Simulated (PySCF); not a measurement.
Compound: C₆H₁₀FNS.
Numbering: `[CH2:1]=[CH:2][C@:3]([CH3:4])([F:5])[C:6](=[S:7])[NH:8][CH3:9]` (hydrogens: H10, H11 on C1; H12 on C2; H13, H14, H15 on C4; H16 on N8; H17, H18, H19 on C9)

Geometry (GFN2-xTB, Å), atoms numbered from 1 in this order:
```xyz
19
C6H10FNS angstrom
C     -2.2759    1.4310    0.4835
C     -1.5344    0.8911   -0.4637
C     -0.7410   -0.3792   -0.3060
C     -1.1560   -1.4304   -1.3318
F     -0.9631   -0.9151    0.9647
C      0.7360   -0.0333   -0.4305
S      1.3353    0.4694   -1.8746
N      1.4585   -0.1285    0.6842
C      2.8593    0.1804    0.7757
H     -2.3745    0.9774    1.4558
H     -2.8214    2.3433    0.3169
H     -1.4264    1.3407   -1.4392
H     -2.2246   -1.6133   -1.2518
H     -0.6186   -2.3572   -1.1427
H     -0.9175   -1.0770   -2.3300
H      1.0046   -0.4762    1.5183
H      3.4478   -0.7308    0.9036
H      3.0388    0.8433    1.6223
H      3.1632    0.6737   -0.1468
```

Computed at PBE0/pcSseg-1 (PySCF, non-relativistic), with Q(33S) = −0.0678 b, Q(14N) = 0.02044 b: S7, 33S (I = 3/2): χzz = 35.37 MHz, η = 0.731; N8, 14N (I = 1): χzz = -3.750 MHz, η = 0.179.

Task: Where would the pure quadrupole (NQR) lines of 33S at S7 fall for the rigid, isolated species?

Result: From ν = (|χ|/2)√(1 + η²/3): ν = 19.20 MHz (thiocarbonyl sulfur).

Task: Find the zero-field quadrupole resonance frequencies of 14N at N8.

Result: From ν± = (3/4)|χ|(1 ± η/3) and ν0 = |χ|η/2: ν+ 2.980 MHz, ν− 2.645 MHz, ν0 0.335 MHz (nitrogen bound to a thiocarbonyl carbon).

In a crystal, neighbours and librations shift these lines. GFN2-xTB bond lengths can be off by several hundredths of an ångström, more for odd bonds, and the gradients follow them. With a basis this small, the couplings can be 20 % off.

One conformer stands for the species.
